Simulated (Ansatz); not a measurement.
Relaxation of Ga₁₃N₁₃H₃₀, a nanocrystal cut from zinc blende GaN (hydrogen-capped) with RKS r2SCAN-D4/def2-SVP.

```sh
$ ansatz run in.yaml --threads 11 --pin off --events-out ev --progress --plain --max-ram 110592MiB --backend cuda --devices 0, --max-vram 75GiB
```

```yaml
crystal:
  periodic: [false, false, false]
  atoms:
    - {symbol: Ga, position_ang: [-1.701860, -1.698560, -0.473170]}
    - {symbol: Ga, position_ang: [-1.775070, 0.660010, -2.802050]}
    - {symbol: Ga, position_ang: [-3.943310, 0.560460, -0.554750]}
    - {symbol: Ga, position_ang: [-1.698160, 0.475900, 1.701360]}
    - {symbol: Ga, position_ang: [-1.772390, 2.802230, -0.660100]}
    - {symbol: Ga, position_ang: [0.657500, -1.775220, -2.800920]}
    - {symbol: Ga, position_ang: [0.554610, -3.944020, -0.556240]}
    - {symbol: Ga, position_ang: [0.473840, -1.699700, 1.698220]}
    - {symbol: Ga, position_ang: [2.801640, -1.773920, -0.660630]}
    - {symbol: Ga, position_ang: [0.538410, 0.538710, -0.540070]}
    - {symbol: Ga, position_ang: [0.662080, 2.801680, 1.773340]}
    - {symbol: Ga, position_ang: [2.801440, 0.660780, 1.771030]}
    - {symbol: Ga, position_ang: [0.563380, 0.556090, 3.943420]}
    - {symbol: N, position_ang: [-2.746020, -0.554860, -1.687480]}
    - {symbol: N, position_ang: [-0.559890, -2.744200, -1.687420]}
    - {symbol: N, position_ang: [-0.528110, -0.527270, -3.889890]}
    - {symbol: N, position_ang: [-0.530780, -0.529480, 0.530110]}
    - {symbol: N, position_ang: [-0.519730, 1.696050, -1.697300]}
    - {symbol: N, position_ang: [-2.742270, 1.691160, 0.559170]}
    - {symbol: N, position_ang: [-0.552720, 1.688560, 2.746120]}
    - {symbol: N, position_ang: [-0.522460, 3.889980, 0.524720]}
    - {symbol: N, position_ang: [1.694880, -0.520280, -1.697240]}
    - {symbol: N, position_ang: [1.687970, -2.744780, 0.555880]}
    - {symbol: N, position_ang: [1.691440, -0.558740, 2.741290]}
    - {symbol: N, position_ang: [3.890630, -0.524360, 0.522120]}
    - {symbol: N, position_ang: [1.695960, 1.696590, 0.516780]}
    - {symbol: H, position_ang: [-2.586040, -2.580320, 0.424030]}
    - {symbol: H, position_ang: [-2.562310, 1.565720, -3.758510]}
    - {symbol: H, position_ang: [-4.726510, -0.383870, 0.389310]}
    - {symbol: H, position_ang: [-4.664700, 1.544410, -1.537140]}
    - {symbol: H, position_ang: [-2.581760, -0.419560, 2.585900]}
    - {symbol: H, position_ang: [-2.559770, 3.758410, -1.565270]}
    - {symbol: H, position_ang: [1.562850, -2.562890, -3.756890]}
    - {symbol: H, position_ang: [-0.390300, -4.725100, 0.389100]}
    - {symbol: H, position_ang: [1.536090, -4.667600, -1.540150]}
    - {symbol: H, position_ang: [-0.423990, -2.580690, 2.582990]}
    - {symbol: H, position_ang: [3.756880, -2.561260, -1.566140]}
    - {symbol: H, position_ang: [1.569630, 3.757080, 2.559390]}
    - {symbol: H, position_ang: [3.756470, 1.567980, 2.558240]}
    - {symbol: H, position_ang: [-0.380360, -0.388290, 4.727060]}
    - {symbol: H, position_ang: [1.549230, 1.537870, 4.663960]}
    - {symbol: H, position_ang: [-3.369850, -1.146310, -2.251820]}
    - {symbol: H, position_ang: [-1.151570, -3.367420, -2.252570]}
    - {symbol: H, position_ang: [-1.114380, -1.112990, -4.494410]}
    - {symbol: H, position_ang: [0.033600, 0.033210, -4.540080]}
    - {symbol: H, position_ang: [0.052970, 2.299650, -2.301770]}
    - {symbol: H, position_ang: [-3.364100, 2.258030, 1.150600]}
    - {symbol: H, position_ang: [-1.142980, 2.253970, 3.370470]}
    - {symbol: H, position_ang: [-1.106810, 4.497880, 1.108750]}
    - {symbol: H, position_ang: [0.040670, 4.537170, -0.037880]}
    - {symbol: H, position_ang: [2.298160, 0.052760, -2.302010]}
    - {symbol: H, position_ang: [2.254080, -3.367370, 1.147750]}
    - {symbol: H, position_ang: [2.258830, -1.151060, 3.361720]}
    - {symbol: H, position_ang: [4.496810, -1.109080, 1.107730]}
    - {symbol: H, position_ang: [4.538830, 0.037000, -0.041110]}
    - {symbol: H, position_ang: [2.299310, 2.299900, -0.057560]}
basis:
  gaussian: {orbitals: def2-SVP, fitting: {mean_field: def2-universal-jkfit}}
hamiltonian: {xc: r2scan, dispersion: d4}
scf: {lower_state_search: "off"}
output: {orbitals: {seedname: orbitals}}
relax: {f_tol: 0.03, max_steps: 70}
```

Run time 19 s (11 threads of AMD EPYC 7R13 on a shared host and a whole NVIDIA H100 80GB HBM3), peak host memory 1.5 GiB.

Positions (Å) and forces (eV/Å) at steps 1, 2, 3, 4 of 5:

```xyz
56
step=1 energy=-700685.1901 eV
Ga   -1.702   -1.699   -0.473   -0.468   -0.465   -0.503
Ga   -1.775    0.660   -2.802    0.441   -0.361   -0.769
Ga   -3.943    0.560   -0.555   -0.891    0.077   -0.074
Ga   -1.698    0.476    1.701   -0.465    0.501    0.473
Ga   -1.772    2.802   -0.660    0.446    0.769    0.369
Ga    0.657   -1.775   -2.801   -0.365    0.447   -0.772
Ga    0.555   -3.944   -0.556    0.078   -0.895   -0.082
Ga    0.474   -1.700    1.698    0.505   -0.469    0.478
Ga    2.802   -1.774   -0.661    0.754    0.447    0.363
Ga    0.538    0.539   -0.540    0.810    0.811   -0.813
Ga    0.662    2.802    1.773   -0.364    0.774   -0.444
Ga    2.801    0.661    1.771    0.785   -0.368   -0.449
Ga    0.563    0.556    3.943    0.075    0.075    0.895
N    -2.746   -0.555   -1.687    0.481    0.266    0.332
N    -0.560   -2.744   -1.687    0.268    0.471    0.327
N    -0.528   -0.527   -3.890   -0.047   -0.047    0.355
N    -0.531   -0.529    0.530    0.009    0.014   -0.011
N    -0.520    1.696   -1.697   -0.416   -0.388    0.385
N    -2.742    1.691    0.559    0.473   -0.328   -0.271
N    -0.553    1.689    2.746    0.264   -0.328   -0.478
N    -0.522    3.890    0.525   -0.049   -0.351    0.043
N     1.695   -0.520   -1.697   -0.381   -0.413    0.387
N     1.688   -2.745    0.556   -0.316    0.469   -0.262
N     1.691   -0.559    2.741   -0.331    0.274   -0.475
N     3.891   -0.524    0.522   -0.357   -0.046    0.053
N     1.696    1.697    0.517   -0.385   -0.389    0.413
H    -2.586   -2.580    0.424   -0.201   -0.201    0.143
H    -2.562    1.566   -3.759   -0.227    0.219   -0.323
H    -4.727   -0.384    0.389   -0.172   -0.181    0.183
H    -4.665    1.544   -1.537   -0.113    0.113   -0.112
H    -2.582   -0.420    2.586   -0.199   -0.141    0.198
H    -2.560    3.758   -1.565   -0.231    0.328   -0.222
H     1.563   -2.563   -3.757    0.221   -0.232   -0.325
H    -0.390   -4.725    0.389   -0.181   -0.171    0.183
H     1.536   -4.668   -1.540    0.108   -0.111   -0.109
H    -0.424   -2.581    2.583   -0.139   -0.201    0.198
H     3.757   -2.561   -1.566    0.331   -0.235   -0.227
H     1.570    3.757    2.559    0.221    0.325    0.229
H     3.756    1.568    2.558    0.324    0.218    0.227
H    -0.380   -0.388    4.727   -0.182   -0.181    0.173
H     1.549    1.538    4.664    0.107    0.109    0.109
H    -3.370   -1.146   -2.252    0.074    0.165    0.108
H    -1.152   -3.367   -2.253    0.169    0.081    0.113
H    -1.114   -1.113   -4.494    0.063    0.063   -0.030
H     0.034    0.033   -4.540   -0.073   -0.072    0.042
H     0.053    2.300   -2.302   -0.202   -0.118    0.119
H    -3.364    2.258    1.151    0.078   -0.114   -0.168
H    -1.143    2.254    3.370    0.169   -0.114   -0.081
H    -1.107    4.498    1.109    0.061    0.030   -0.061
H     0.041    4.537   -0.038   -0.073   -0.043    0.073
H     2.298    0.053   -2.302   -0.122   -0.208    0.122
H     2.254   -3.367    1.148   -0.121    0.085   -0.174
H     2.259   -1.151    3.362   -0.113    0.168   -0.076
H     4.497   -1.109    1.108    0.032    0.066   -0.065
H     4.539    0.037   -0.041   -0.043   -0.075    0.076
H     2.299    2.300   -0.058   -0.119   -0.119    0.208
56
step=2 energy=-700685.8844 eV
Ga   -1.712   -1.709   -0.493    0.107    0.108   -0.027
Ga   -1.793    0.661   -2.886    0.108   -0.150    0.206
Ga   -4.069    0.591   -0.586    0.145    0.012   -0.010
Ga   -1.709    0.496    1.712    0.110    0.028   -0.105
Ga   -1.790    2.887   -0.661    0.108   -0.207    0.154
Ga    0.658   -1.793   -2.886   -0.152    0.111    0.205
Ga    0.586   -4.069   -0.587    0.009    0.143   -0.014
Ga    0.495   -1.710    1.709    0.027    0.107   -0.105
Ga    2.885   -1.792   -0.663   -0.213    0.109    0.151
Ga    0.546    0.546   -0.547    0.057    0.057   -0.057
Ga    0.663    2.886    1.790   -0.149   -0.207   -0.107
Ga    2.887    0.661    1.788   -0.205   -0.153   -0.109
Ga    0.593    0.587    4.068    0.011    0.015   -0.146
N    -2.738   -0.477   -1.655   -0.059   -0.101   -0.172
N    -0.482   -2.736   -1.655   -0.099   -0.061   -0.175
N    -0.545   -0.544   -3.927    0.001   -0.002    0.271
N    -0.533   -0.533    0.533   -0.253   -0.250    0.251
N    -0.604    1.668   -1.669    0.073    0.131   -0.132
N    -2.734    1.658    0.481   -0.060    0.176    0.096
N    -0.475    1.657    2.737   -0.103    0.173    0.059
N    -0.540    3.928    0.542   -0.001   -0.271   -0.002
N     1.667   -0.604   -1.669    0.135    0.073   -0.132
N     1.656   -2.737    0.478    0.182   -0.059    0.102
N     1.659   -0.479    2.734    0.175   -0.100    0.058
N     3.928   -0.543    0.539   -0.273    0.000    0.005
N     1.669    1.668    0.601    0.132    0.132   -0.074
H    -2.618   -2.614    0.387   -0.098   -0.099   -0.049
H    -2.590    1.557   -3.879   -0.001    0.025   -0.098
H    -4.855   -0.365    0.371   -0.023   -0.018    0.018
H    -4.796    1.582   -1.574    0.005    0.004   -0.005
H    -2.615   -0.383    2.619   -0.098    0.050    0.098
H    -2.587    3.880   -1.556   -0.002    0.099   -0.026
H     1.554   -2.591   -3.878    0.025   -0.001   -0.099
H    -0.371   -4.853    0.371   -0.018   -0.023    0.018
H     1.573   -4.799   -1.577    0.004    0.006   -0.003
H    -0.385   -2.615    2.617    0.051   -0.098    0.098
H     3.877   -2.590   -1.559    0.100   -0.003   -0.027
H     1.561    3.879    2.587    0.025    0.098    0.001
H     3.880    1.558    2.585    0.099    0.024    0.000
H    -0.363   -0.368    4.855   -0.018   -0.018    0.021
H     1.584    1.576    4.795    0.003    0.004   -0.005
H    -3.361   -1.073   -2.209   -0.054   -0.104   -0.073
H    -1.078   -3.359   -2.209   -0.103   -0.052   -0.071
H    -1.124   -1.122   -4.544    0.016    0.016   -0.040
H     0.018    0.019   -4.571   -0.013   -0.012   -0.042
H    -0.036    2.271   -2.272    0.099    0.059   -0.059
H    -3.356    2.214    1.077   -0.053    0.071    0.103
H    -1.070    2.211    3.361   -0.103    0.072    0.053
H    -1.117    4.547    1.119    0.015    0.040   -0.014
H     0.024    4.570   -0.022   -0.013    0.042    0.012
H     2.269   -0.037   -2.273    0.058    0.097   -0.059
H     2.211   -3.359    1.074    0.069   -0.052    0.102
H     2.215   -1.076    3.356    0.071   -0.103    0.054
H     4.547   -1.120    1.117    0.041    0.016   -0.017
H     4.570    0.020   -0.026    0.042   -0.012    0.013
H     2.271    2.271    0.032    0.059    0.060   -0.097
56
step=3 energy=-700685.9566 eV
Ga   -1.733   -1.731   -0.507   -0.056   -0.057   -0.043
Ga   -1.785    0.656   -2.880    0.011    0.014   -0.010
Ga   -4.048    0.597   -0.592   -0.177    0.029   -0.028
Ga   -1.730    0.510    1.733   -0.055    0.043    0.057
Ga   -1.782    2.882   -0.656    0.011    0.010   -0.013
Ga    0.653   -1.784   -2.881    0.013    0.011   -0.011
Ga    0.592   -4.049   -0.594    0.028   -0.175   -0.029
Ga    0.509   -1.732    1.732    0.042   -0.056    0.057
Ga    2.880   -1.784   -0.658    0.009    0.011   -0.014
Ga    0.519    0.519   -0.520    0.106    0.105   -0.106
Ga    0.659    2.881    1.782    0.014    0.010   -0.010
Ga    2.882    0.656    1.780    0.011    0.013   -0.011
Ga    0.599    0.595    4.048    0.028    0.030    0.175
N    -2.744   -0.491   -1.676   -0.020    0.011    0.008
N    -0.495   -2.743   -1.676    0.012   -0.021    0.008
N    -0.541   -0.539   -3.911   -0.002   -0.002    0.041
N    -0.573   -0.573    0.574   -0.129   -0.128    0.128
N    -0.598    1.662   -1.662    0.026    0.015   -0.015
N    -2.741    1.679    0.494   -0.021   -0.007   -0.012
N    -0.489    1.678    2.743    0.011   -0.008    0.020
N    -0.535    3.912    0.537   -0.002   -0.041    0.002
N     1.660   -0.599   -1.663    0.016    0.026   -0.015
N     1.677   -2.743    0.491   -0.005   -0.021   -0.010
N     1.680   -0.492    2.741   -0.007    0.011    0.021
N     3.912   -0.539    0.534   -0.041   -0.002    0.003
N     1.663    1.661    0.596    0.015    0.016   -0.026
H    -2.707   -2.704    0.234    0.046    0.046    0.034
H    -2.553    1.553   -3.906    0.013   -0.011    0.006
H    -4.897   -0.336    0.342    0.102   -0.038    0.038
H    -4.812    1.577   -1.571    0.114    0.016   -0.016
H    -2.704   -0.229    2.708    0.046   -0.034   -0.046
H    -2.550    3.908   -1.552    0.013   -0.006    0.010
H     1.549   -2.554   -3.906   -0.010    0.013    0.006
H    -0.342   -4.895    0.341   -0.038    0.101    0.038
H     1.570   -4.814   -1.574    0.016    0.113   -0.016
H    -0.230   -2.705    2.706   -0.034    0.046   -0.046
H     3.905   -2.553   -1.555   -0.006    0.012    0.010
H     1.557    3.906    2.550   -0.010   -0.006   -0.013
H     3.909    1.553    2.548   -0.006   -0.011   -0.013
H    -0.335   -0.339    4.897   -0.038   -0.038   -0.101
H     1.579    1.573    4.811    0.015    0.016   -0.113
H    -3.372   -1.085   -2.229   -0.013   -0.022   -0.015
H    -1.090   -3.370   -2.230   -0.022   -0.013   -0.014
H    -1.117   -1.115   -4.535    0.027    0.028    0.013
H     0.022    0.023   -4.558   -0.022   -0.021    0.011
H    -0.012    2.257   -2.258    0.033   -0.017    0.018
H    -3.367    2.234    1.088   -0.013    0.014    0.022
H    -1.082    2.232    3.371   -0.022    0.015    0.013
H    -1.110    4.538    1.113    0.028   -0.013   -0.027
H     0.028    4.557   -0.026   -0.022   -0.011    0.022
H     2.256   -0.013   -2.259   -0.018    0.032    0.017
H     2.231   -3.371    1.085    0.014   -0.013    0.021
H     2.235   -1.087    3.367    0.014   -0.022    0.013
H     4.538   -1.114    1.109   -0.013    0.028   -0.028
H     4.557    0.024   -0.030   -0.011   -0.022    0.022
H     2.258    2.257    0.009   -0.017   -0.017   -0.032
56
step=4 energy=-700685.9819 eV
Ga   -1.736   -1.734   -0.505   -0.016   -0.016   -0.004
Ga   -1.785    0.656   -2.874    0.008   -0.009   -0.012
Ga   -4.051    0.595   -0.590   -0.053    0.002   -0.002
Ga   -1.733    0.508    1.736   -0.016    0.003    0.016
Ga   -1.782    2.876   -0.655    0.008    0.012    0.009
Ga    0.653   -1.784   -2.875   -0.009    0.008   -0.012
Ga    0.590   -4.051   -0.592    0.002   -0.053   -0.003
Ga    0.507   -1.735    1.735    0.003   -0.016    0.016
Ga    2.874   -1.784   -0.657    0.011    0.008    0.009
Ga    0.520    0.520   -0.521    0.018    0.017   -0.018
Ga    0.658    2.875    1.782   -0.008    0.012   -0.008
Ga    2.877    0.655    1.780    0.013   -0.009   -0.009
Ga    0.596    0.593    4.050    0.002    0.003    0.053
N    -2.748   -0.495   -1.675    0.026   -0.002    0.000
N    -0.499   -2.747   -1.675   -0.001    0.025    0.000
N    -0.541   -0.539   -3.900   -0.002   -0.002    0.019
N    -0.576   -0.576    0.577   -0.019   -0.019    0.019
N    -0.593    1.662   -1.663   -0.025    0.004   -0.004
N    -2.745    1.678    0.498    0.025    0.001    0.001
N    -0.493    1.677    2.747   -0.002    0.000   -0.026
N    -0.535    3.901    0.537   -0.002   -0.019    0.002
N     1.661   -0.594   -1.664    0.004   -0.025   -0.004
N     1.676   -2.748    0.495    0.002    0.025    0.002
N     1.679   -0.496    2.745    0.001   -0.001   -0.025
N     3.901   -0.538    0.534   -0.019   -0.002    0.002
N     1.663    1.662    0.591    0.004    0.004    0.025
H    -2.695   -2.691    0.272    0.016    0.015   -0.004
H    -2.549    1.549   -3.905   -0.001    0.002    0.002
H    -4.845   -0.362    0.369    0.007    0.034   -0.034
H    -4.759    1.595   -1.589    0.005   -0.035    0.035
H    -2.692   -0.268    2.695    0.016    0.004   -0.016
H    -2.546    3.907   -1.548   -0.001   -0.002   -0.002
H     1.545   -2.549   -3.906    0.002   -0.001    0.002
H    -0.368   -4.843    0.368    0.033    0.007   -0.034
H     1.587   -4.762   -1.591   -0.034    0.005    0.035
H    -0.269   -2.692    2.694    0.004    0.016   -0.016
H     3.904   -2.549   -1.551   -0.002   -0.001   -0.002
H     1.553    3.905    2.545    0.002   -0.002    0.001
H     3.908    1.548    2.543   -0.002    0.002    0.001
H    -0.362   -0.365    4.844    0.034    0.033   -0.007
H     1.596    1.591    4.759   -0.035   -0.035   -0.005
H    -3.375   -1.089   -2.231   -0.002   -0.001   -0.009
H    -1.094   -3.373   -2.232   -0.001   -0.001   -0.009
H    -1.116   -1.113   -4.526    0.012    0.012   -0.001
H     0.022    0.024   -4.546   -0.009   -0.009   -0.001
H    -0.004    2.256   -2.257    0.005   -0.012    0.012
H    -3.370    2.236    1.092   -0.001    0.009    0.001
H    -1.086    2.234    3.374   -0.001    0.009    0.001
H    -1.108    4.529    1.111    0.012    0.001   -0.012
H     0.029    4.545   -0.027   -0.009    0.001    0.009
H     2.255   -0.005   -2.259   -0.012    0.005    0.012
H     2.233   -3.373    1.089    0.008   -0.001    0.001
H     2.236   -1.091    3.370    0.009   -0.001    0.002
H     4.529   -1.112    1.108    0.001    0.012   -0.012
H     4.545    0.025   -0.030    0.001   -0.009    0.009
H     2.257    2.256    0.001   -0.012   -0.012   -0.005
```

Single mean-field runs in def2-SVP are fitted with def2-universal-jkfit.
